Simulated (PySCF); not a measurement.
C4H6O2, SMILES CC1OC=CO1. Atoms are numbered in the order given.

```xyz
12

C      1.8067     0.5046     0.0000
C      0.6766    -0.4982     0.0000
O     -0.1565    -0.3200     1.1388
C     -1.3034     0.2618     0.6663
C     -1.3034     0.2618    -0.6663
O     -0.1565    -0.3200    -1.1388
H      2.4298     0.3698    -0.8955
H      1.3964     1.5251     0.0000
H      2.4298     0.3698     0.8955
H      1.0528    -1.5363     0.0000
H     -2.0322     0.6060     1.3945
H     -2.0322     0.6060    -1.3945
```

Geometry optimised at PBE0-D3(BJ)/def2-SVP. One conformer was computed; it need not be the lowest.

Method: PBE/def2-TZVP in PySCF.

Q: Estimate the frontier levels, gap, dipole moment and polarisability. (Estimate from the structure and the level; the computed values follow.)

A: 
| Property | Result |
|---|---|
| highest occupied level | -4.43 eV |
| lowest empty level | -0.09 eV |
| orbital gap | 4.34 eV |
| dipole moment | 0.54 D |
| quadrupole, principal values (traceless, Buckingham form, about the centre of nuclear charge) | -3.90, -2.94, 6.84 D·Å |
| mean static polarisability | 53.4 bohr³ (7.91 Å³) |
| polarisability, principal values | 43.9, 54.3, 61.9 bohr³ |
